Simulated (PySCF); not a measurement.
## Which determinant of TeF lies lowest?

Unrestricted PBE0; basis Te x2c-SVPall, F x2c-SVPall; spin-free X2C with a Gaussian nucleus; PySCF 2.14. Outer shells of the fragments: Te 4d10 5s2 5p4; F 2s2 2p5.

Followed along the bond (rough minima from three points):

```
2Ms+1   unpaired  ⟨S²⟩ at the start  R at minimum (Å)  Te (eV)
    2        π ↑               0.75              1.94     0.00
    4  σ ↑, π ↑↑               3.75  none in the scan   ≤ 1.31
```

Solutions found at the starting distance of 1.935 Å, counted from the lowest of them; the search is not exhaustive and high or unbound solutions are not listed, so other states can lie among these:

```json
{"2Ms+1": "2", "unpaired": "π ↑", "term": "²Π", "E (eV)": "0.00", "⟨S²⟩": "0.75", "⟨Lz²⟩": "1.00", "μ (D)": "-2.32"}
{"2Ms+1": "4", "unpaired": "σ ↑, π ↑↑", "term": "⁴Σ⁻", "E (eV)": "1.59", "⟨S²⟩": "3.75", "⟨Lz²⟩": "0.00", "μ (D)": "-2.17"}
{"2Ms+1": "2", "unpaired": "σ ↑, π ↑↓", "term": "mixed", "E (eV)": "2.24", "⟨S²⟩": "1.76", "⟨Lz²⟩": "2.01", "μ (D)": "-2.07"}
{"2Ms+1": "2", "unpaired": "σ ↓, π ↑↑", "term": "mixed", "E (eV)": "2.26", "⟨S²⟩": "1.76", "⟨Lz²⟩": "0.00", "μ (D)": "-2.05"}
{"2Ms+1": "2", "unpaired": "σ ↑", "term": "mixed", "E (eV)": "3.23", "⟨S²⟩": "0.75", "⟨Lz²⟩": "2.00", "μ (D)": "-1.92"}
{"2Ms+1": "2", "unpaired": "π ↑", "term": "²Π", "E (eV)": "6.23", "⟨S²⟩": "0.76", "⟨Lz²⟩": "1.01", "μ (D)": "-1.61"}
```

A term symbol is given only where ⟨S²⟩ and ⟨Lz²⟩ are close to those of a pure state; real π, δ and φ orbitals otherwise mix terms. A positive dipole means Te(−)F(+).

Spin–orbit coupling is left out. Counting both spins, an empty level lies below a filled one in some of these solutions, because spin and occupation are held.
